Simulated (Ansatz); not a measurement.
C7H6CrO5S (`C[S+](C)[Cr-6]([C]#[O+])([C]#[O+])([C]#[O+])([C]#[O+])[C]#[O+]`). Total charge 0; spin multiplicity 1. The geometry is a stationary point of PBE0-D4/def2-TZVP. It is one conformer, not always the lowest.

```xyz
20

C     2.254    0.709    0.428
S     0.604    1.241   -0.044
C     0.039    1.827    1.558
Cr   -0.697   -0.682   -0.692
C     0.811   -1.478   -1.493
O     1.704   -1.989   -1.988
C    -2.250    0.065    0.072
O    -3.209    0.488    0.523
C    -0.280   -1.512    0.943
O    -0.024   -2.012    1.938
C    -1.698   -2.143   -1.209
O    -2.318   -3.053   -1.522
C    -1.097    0.183   -2.328
O    -1.354    0.681   -3.320
H     2.743    0.324   -0.466
H     2.815    1.565    0.803
H     2.210   -0.076    1.184
H    -0.976    2.201    1.430
H     0.683    2.641    1.891
H     0.039    1.019    2.291
```

Task: What is the dipole moment at B3LYP/def2-TZVPP? (Estimate.)

Result: The calculation gave: 5.21 D, with components (3.02, 3.33, 2.63) D in this frame, pointing from negative to positive charge.

Task: And with PBE, r2SCAN, ωB97M-V? (An estimate is asked.)

Result: The calculation gave: PBE 5.22 D, r2SCAN 5.34 D, ωB97M-V 4.97 D.

Task: Give the Mulliken charges with B3LYP, PBE, r2SCAN in def2-TZVPP. (An estimate is asked.)

Result: The calculation gave: 
```tsv
atom	B3LYP	PBE	r2SCAN
C1	-0.29	-0.27	-0.18
S2	0.05	0.07	0.05
C3	-0.29	-0.27	-0.18
Cr4	-0.23	-0.50	-0.15
C5	0.06	0.07	0.08
O6	-0.08	-0.05	-0.12
C7	0.06	0.07	0.08
O8	-0.08	-0.05	-0.12
C9	0.02	0.03	0.04
O10	-0.09	-0.05	-0.12
C11	0.13	0.15	0.15
O12	-0.10	-0.07	-0.14
C13	0.14	0.15	0.17
O14	-0.07	-0.04	-0.11
H15	0.13	0.13	0.10
H16	0.13	0.12	0.09
H17	0.12	0.12	0.09
H18	0.13	0.13	0.10
H19	0.13	0.12	0.09
H20	0.12	0.12	0.09
```

B3LYP here is the variant with VWN-RPA as its local correlation; programs differ in this.

All numbers were calculated with Ansatz.
